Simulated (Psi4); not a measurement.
The Psi4 input:
```
memory 2 GB

molecule {
0 1
Si    0.31724791    0.03323070   -0.03681187
Cl    0.86208689   -0.71047698    1.78585603
Cl    0.36305663    2.06416802    0.17759000
Cl    1.83919894   -0.43062826   -1.30905226
Si   -1.75212397   -0.76455992   -0.77445890
N    -3.08608355   -0.39533238    0.24212958
H    -2.08289303   -0.15971324   -2.06518851
H    -1.72330924   -2.22593296   -0.84167032
H    -3.17948077   -0.85423684    1.13422601
H    -3.41728938    0.55375118    0.31082247
}

set {
  basis sto-3g
}

energy('scf')
print_variables()
```

Task: What does this run give for the dipole moment, number of basis functions, nuclear repulsion energy, total energy?

Result: 
The dipole moment is 3.79 D. The number of basis functions is 54, the nuclear repulsion energy is 621.6451 Eh and the total energy comes out as -1991.2121 Eh.
